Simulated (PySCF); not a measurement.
A structure optimised at PBE-D3(BJ)/def2-SVP, used in a PySCF frequency run:

```
C
C 1 1.3504
H 1 1.1046 2 119.23
H 2 1.1051 1 122.17 3 180.00
H 2 1.1056 4 115.49 1 180.00
Ga 1 1.9504 3 120.16 2 -180.00
H 6 1.5718 1 126.71 3 180.00
Br 6 2.3186 7 116.27 1 180.00
```

Question: Write its SMILES, formula and point group.

Answer: C=[CH][GaH][Br], C2H4BrGa, Cs

Question: What are its rotational constants (standard atomic weights)?

Answer: 11.482, 1.1469, 1.0427 GHz
